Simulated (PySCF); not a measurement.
NMR data simulated for an unnamed compound:

1H NMR (600 MHz, computed): δ 10.72 (m, 1H), 9.66 (m, 1H), 7.75 (m, 1H), 3.01 (q, 2H), 1.32 (t, 3H).

13C{1H} NMR (computed): δ 192.1 (CH), 175.6 (CH), 168.2 (C), 128.0 (CH), 40.1 (CH2), 20.0 (CH3).

PySCF 2.14.0 with density-fitted response routines calculation with coordinates at the GFN2-xTB level and NMR shieldings at PBE0/pcSseg-1/GIAO; one computed conformer, isolated molecule, averaged over atoms made equivalent by symmetry, fast rotation or ring inversion, non-relativistic Hamiltonian.

Scale: 1H and 13C vs TMS (reference shieldings calculated alike).

Question: Which of these does the molecule contain: a CH3CH2 unit, an amide, a heteroaromatic ring, a vinyl group CH=CH2, a Si–CH3 group?

Answer: 
- A CH3CH2 unit: yes (δC 20.0, 40.1; δH 1.32 (t), 3.01 (q)).
- An amide: no.
- A heteroaromatic ring: yes.
- A vinyl group CH=CH2: no.
- A Si–CH3 group: no.

The data belong to SMILES CCc1ccpcn1, C₆H₈NP; they needn't prove each group on their own.

Carbon signals by region: 3 in the far downfield region (above 160 ppm), 1 in the sp2 and nitrile region (100–160 ppm), 2 below 50 ppm. Above 160 ppm: 192.1, aromatic CH next to a ring nitrogen, 175.6, aromatic CH, 168.2, substituted aromatic carbon next to a ring nitrogen.

Splittings by 31P in the carbon and heteronuclear signals aren't shown, as no couplings were computed. Shifts are as computed. Against solution values, carbons near 30 ppm lie about +3 ppm off and those near 130 ppm about +5 ppm. Of 1211 compounds with measured shifts, 218 miss one by over three times the rms of a fit or turn the order of signals round; such compounds aren't used in these exercises. Multiplicities follow the n + 1 count of equivalent neighbours, as no J values were calculated; m marks all less simple cases, F and P coupling included.
